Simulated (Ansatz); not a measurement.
Calculation: frozen-core CCSD(T)/cc-pVTZ // PBE0-D3(BJ)/def2-TZVP (Ansatz, an electronic-structure program). The restricted HF reference is unstable towards unrestricted orbitals.

Ansatz 0.2 input:
```yaml
crystal:
  periodic: [false, false, false]
  atoms:
    - { symbol: B, position_ang: [1.416414, 0.157557, 0.470543] }
    - { symbol: B, position_ang: [-0.024519, -0.002096, 0.010605] }
    - { symbol: C, position_ang: [-1.41023, -0.157004, -0.432207] }
    - { symbol: N, position_ang: [-2.510521, -0.279733, -0.783843] }
    - { symbol: H, position_ang: [2.528857, 0.281278, 0.825484] }
basis:
  gaussian: { orbitals: cc-pVTZ }
correlation:
  method: ccsd_t
```

Output:

```
Functional definition: HF
792 factors; integrals over basis functions are off by at most 1.2e-3 eV
mean field evaluation 1: about -3865.1801 eV, gradient 3.1e1 eV
mean field evaluation 2: about -3865.1826 eV, gradient 3.1e1 eV
mean field evaluation 4: about -3868.5038 eV, gradient 5.1e0 eV
mean field evaluation 8: about -3868.6205 eV, gradient 3.8e-1 eV
mean field evaluation 16: about -3868.6219 eV, gradient 6.9e-2 eV
mean field evaluation 32: about -3868.6219 eV, gradient 1.3e-3 eV
mean field evaluation 64: about -3868.6219 eV, gradient 3.0e-9 eV
mean field evaluation 96: about -3868.6248 eV, gradient 2.2e-2 eV
mean field evaluation 128: about -3868.6216 eV, gradient 4.5e-1 eV
mean field evaluation 160: about -3868.6219 eV, gradient 1.2e-4 eV
mean field evaluation 192: about -3868.6219 eV, gradient 2.8e-6 eV
mean field evaluation 224: about -3866.0438 eV, gradient 1.2e1 eV
mean field evaluation 256: about -3868.6219 eV, gradient 3.9e-2 eV
mean field evaluation 288: about -3868.6219 eV, gradient 9.2e-4 eV
mean field -3868.62189998 eV, -142.1692325783 hartree, gradient 1.5e-10 eV, S^2 0.000000; 8 other end points of the search recorded, 0 dependent functions left out; unrestricted orbitals would lower it
4 core orbitals not correlated
reference -3868.62189998 eV, -142.1692325783 hartree; 8, 8 occupied and 122, 122 virtual orbitals, 792 factors
second order -13.53715396 eV of doubles, -0.00000000 eV of singles
cycle   1  -13.48691901 eV  change    5.0e-2 eV  update   1.1e-1
cycle   2  -14.00858455 eV  change   -5.2e-1 eV  update   4.0e-2
cycle   3  -14.13518767 eV  change   -1.3e-1 eV  update   2.1e-2
cycle   4  -14.13223317 eV  change    3.0e-3 eV  update   8.2e-3
cycle   5  -14.13633103 eV  change   -4.1e-3 eV  update   5.4e-3
cycle   6  -14.13774227 eV  change   -1.4e-3 eV  update   3.5e-3
cycle   7  -14.13783108 eV  change   -8.9e-5 eV  update   2.1e-3
cycle   8  -14.13854267 eV  change   -7.1e-4 eV  update   1.0e-3
cycle   9  -14.13865673 eV  change   -1.1e-4 eV  update   4.0e-4
cycle  10  -14.13856183 eV  change    9.5e-5 eV  update   1.7e-4
cycle  11  -14.13856816 eV  change   -6.3e-6 eV  update   7.6e-5
cycle  12  -14.13861682 eV  change   -4.9e-5 eV  update   3.0e-5
cycle  13  -14.13862626 eV  change   -9.4e-6 eV  update   1.2e-5
cycle  14  -14.13863999 eV  change   -1.4e-5 eV  update   5.4e-6
perturbative correction -0.79138387 eV, -0.0290828206 hartree
Total energy: -3883.55192384 eV, -142.7179008351 hartree
```

Cost: around 80 core-seconds (rough).
